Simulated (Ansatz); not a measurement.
A structure relaxed at PBE0-D4/def2-SVPD in Ansatz, charge -1, singlet:

```xyz
9

P    -0.652   -1.105   -1.228
Au   -2.704   -1.649   -0.128
Au    0.214    1.125    3.084
Au   -1.567    0.815   -2.092
Au    2.611    0.451   -0.990
Au    2.493    1.508    1.526
Au    1.166   -0.993   -2.778
Au   -1.888   -0.307    2.087
Au    0.327    0.155    0.519
```

Give its formula and point group.

PAu₈⁻. Point group Cs (tolerance 0.1 Å).

Summarise the bond lengths by kind (pairs closer than 1.2 times the sum of covalent radii, bridged metal pairs left out).

9 × Au–Au 2.72 to 2.79 Å; 4 × Au–P 2.30 to 2.39 Å.

In the def2 sets Au takes a core potential; there is no spin–orbit coupling. The structure comes from a short search, and lower isomers may exist.
